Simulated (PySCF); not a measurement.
## Correlation energy of Ga (gallium, neutral)

[Ar] 3d10 4s1 4p2, high-spin 4P determinant (an excited configuration). Computed with PySCF 2.14 in x2c-TZVPPall with one added diffuse shell each of s, p, d type (7s6p5d1f, 57 functions), with the spin-free X2C one-electron Hamiltonian (Gaussian nucleus). Frozen: [Ar] 3d10; 3 electrons correlated.

```
  level  correlation energy (mhartree)
   CCSD                         -12.16
    (T)                          -0.09
CCSD(T)                         -12.25
```

Diagnostics: T1 = 0.0036, D1 = 0.0068, largest double amplitude 0.041.

**Question.** Is a single reference adequate?

**Answer.** Yes, within this model without spin-orbit coupling: T1 lies below 0.03 and no double amplitude reaches 0.07.
